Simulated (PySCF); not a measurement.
**Multinuclear NMR of C2H11NP2Si**

Structure with atom numbers: `[CH3:1][N:2]([CH3:3])[SiH:4]([PH2:5])[PH2:6]`; H(Xn) means a hydrogen on atom n.

A single conformation, fast rotation and ring inversion assumed for equivalent nuclei, gas phase, non-relativistic. Shieldings: GIAO PBE0/pcSseg-1; geometry from GFN2-xTB; PySCF 2.14.

(1) What are the ³¹P shifts?

(2) Where does ²⁹Si resonate?

(3) Where does ¹⁵N resonate?

Answers

(1) 
| atoms | environment | σ (ppm) | δ (ppm) |
| --- | --- | --- | --- |
| P5/P6 | phosphorus bonded to Si, 2 H | 602.6 | -229.1 |

Shieldings were converted by a linear fit to measured shifts: ³¹P (scatter 18.1 ppm rms vs H3PO4, solution or neat liquid). A few per cent of atoms miss by over 2 rms, more outside the fitted compound classes.

On a 500 MHz spectrometer ³¹P resonates near 202.4 MHz, so 1 ppm is 202.4 Hz.

(2) 
| atoms | environment | σ (ppm) | δ (ppm) |
| --- | --- | --- | --- |
| Si4 | silicon bonded to N, 2 P, H | 357.3 | -13.7 |

Shieldings were converted by a linear fit to measured shifts: ²⁹Si: δ = 279.94 − 0.822σ (rms 8.9 ppm, 72 shifts, 25.8 ppm with the 6 outliers that the fit left out vs TMS, solution or neat liquid). Occasional misses reach two or three times the rms, and more in compound classes unlike the fitted ones.

On a 600 MHz spectrometer ²⁹Si resonates near 119.2 MHz, so 1 ppm is 119.2 Hz.

(3) 
| atoms | environment | σ (ppm) | δ (ppm) |
| --- | --- | --- | --- |
| N2 | nitrogen bonded to 2 C, Si | 241.0 | -370.1 |

Shieldings were converted by a linear fit to measured shifts: ¹⁵N: δ = -148.07 − 0.921σ (rms 6.3 ppm, 71 shifts vs CH3NO2, solution or neat liquid). Occasional misses reach two or three times the rms, and more in compound classes unlike the fitted ones.

On a 300 MHz spectrometer ¹⁵N resonates near 30.4 MHz, so 1 ppm is 30.4 Hz.
